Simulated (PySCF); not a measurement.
# A search over the determinants of I2

Unrestricted PBE0; PySCF, spin-free X2C with a Gaussian nucleus, basis sets I x2c-TZVPPall. Outer shells of the fragments: I 4d10 5s2 5p5; I 4d10 5s2 5p5.

Followed along the bond (rough minima from three points):

```csv
2Ms+1,unpaired,⟨S²⟩ at the start,R at minimum (Å),Te (eV)
1,none,0.00,2.67,0.00
3,"σ ↑, π ↑",2.01,none in the scan,≤ 1.43
```

Solutions found at the starting distance of 2.620 Å, counted from the lowest of them; the search is not exhaustive and high or unbound solutions are not listed, so other states can lie among these:

```
2Ms+1  unpaired   term  E (eV)  ⟨S²⟩  ⟨Lz²⟩
    1      none    ¹Σ⁺    0.00  0.00   0.00
    3  σ ↑, π ↑     ³Π    1.93  2.01   1.01
    1  σ ↑, π ↓  mixed    2.14  1.01   1.01
    3      π ↑↑    ³Σ⁻    4.62  2.01   0.00
    3      σ ↑↑    ³Σ⁺    4.75  2.01   0.00
    1      π ↑↓  mixed    4.83  1.01   2.02
    1      none  mixed    5.50  0.00   2.01
    3      π ↑↑  mixed    6.02  2.01   2.02
```

A term symbol is given only where ⟨S²⟩ and ⟨Lz²⟩ are close to those of a pure state; real π, δ and φ orbitals otherwise mix terms, and g/u labels are left off.

Spin–orbit coupling is left out. Counting both spins, an empty level lies below a filled one in some of these solutions, because spin and occupation are held.
